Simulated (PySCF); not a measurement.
Si(H)2(Me)(PH2) (CH7PSi), SMILES C[SiH2]P. Coordinates come from a PBE-D3(BJ)/def2-SVP optimisation. Other conformers were not sampled.

Level of theory: PBE-D3(BJ)/def2-SVP (PySCF).

Harmonic wavenumbers (cm⁻¹): 139, 165, 168, 394, 422, 555, 576, 671, 745, 767, 857, 859, 897, 1048, 1212, 1382, 1383, 2150, 2157, 2303, 2321, 2975, 3076, 3082. Rotational constants (GHz): 14.19, 3.250, 2.847; symmetry number 1.

### Question
Work out the zero-point energy and the ideal-gas rigid-rotor harmonic-oscillator thermochemistry at 298.15 K and 1 atm.

### Answer
ZPE = ½ Σ hcν = ½ × 30305 cm⁻¹ = 181.26 kJ/mol. H − E(el) = 200.13 kJ/mol. Entropy in J/(mol K): translation 163.10, rotation 105.89, vibration 50.74, total 319.72. G − E(el) = 104.81 kJ/mol. Cp = 98.24 J/(mol K). Modes under 150 cm⁻¹ make the vibrational entropy uncertain.
